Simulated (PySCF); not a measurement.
H3O3Zr, SMILES [OH][Zr+]([OH])[OH], charge +1, multiplicity 1. Heavy atoms are numbered as in [Zr+:1]([OH:2])([OH:4])[OH:6]. Hydrogens are named by the atom that carries them.

Geometry optimised at B3LYP-D3(BJ)/def2-SVP. The spin state was assumed, not searched. The isomer is the one that the SMILES or the coordinates give; other isomers of the formula were not compared. The def2 effective core potentials stand for the cores of Zr; spin–orbit coupling is left out. Other conformers were not sampled.

The numbers are results of r2SCAN/def2-TZVPD (PySCF), not measurements.

Mulliken values depend strongly on the basis, most of all with diffuse functions as here. ESP charges are fitted to the potential on shells at 1.4 to 2.0 van der Waals radii. Atomic charges (e), one atom of each kind:

```json
[
 {"atom": "Zr1", "Mulliken": "2.16", "ESP fit": "2.50"},
 {"atom": "O2 (OH)", "Mulliken": "-0.73", "ESP fit": "-1.12"},
 {"atom": "H on O2", "Mulliken": "0.34", "ESP fit": "0.62"}
]
```
